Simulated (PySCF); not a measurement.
pyrazole (C3H4N2), SMILES c1cn[nH]c1. Atoms are numbered in the order given.

```xyz
9

C     -0.9798     0.7073     0.0000
C      0.3851     1.1014     0.0000
N      1.2119     0.0450     0.0000
N      0.3876    -1.0166     0.0000
C     -0.9369    -0.6849     0.0000
H     -1.8718     1.3422     0.0000
H      0.8031     2.1162     0.0000
H      0.7881    -1.9552     0.0000
H     -1.7266    -1.4444     0.0000
```
Charge 0, spin multiplicity 1.

The structure is a stationary point at PBE-D3(BJ)/def2-SVP.

The numbers are results of PBE-D3(BJ)/def2-SVP in PySCF 2.14.0, not measurements.

Frequencies are harmonic and unscaled.

Computed harmonic wavenumbers and intensities:
```tsv
mode	ν (cm⁻¹)	IR (km/mol)	moving atoms (share of kinetic energy)
1	563	44.3	H 50 %, N 44 %
2	623	0.1	C 61 %, H 37 %
3	685	22.6	N 44 %, H 34 %, C 22 %
4	724	70.2	H 81 %, C 18 %
5	811	12.0	H 81 %, C 19 %
6	866	2.4	H 73 %, C 27 %
7	891	8.3	C 69 %, N 18 %, H 12 %
8	911	4.0	N 41 %, C 33 %, H 26 %
9	1017	9.4	H 68 %, N 18 %, C 14 %
10	1024	38.2	H 67 %, N 25 %, C 8 %
11	1122	13.5	H 59 %, C 29 %, N 11 %
12	1173	2.5	N 48 %, C 33 %, H 18 %
13	1247	4.7	H 61 %, N 20 %, C 19 %
14	1353	1.9	N 38 %, C 35 %, H 27 %
15	1409	10.4	C 75 %, H 13 %, N 12 %
16	1449	3.8	C 38 %, N 32 %, H 30 %
17	1526	5.1	C 65 %, H 23 %, N 12 %
18	3173	2.7	H 91 %, C 9 %
19	3191	0.5	H 91 %, C 9 %
20	3209	0.1	H 90 %, C 10 %
21	3564	75.2	H 93 %
```
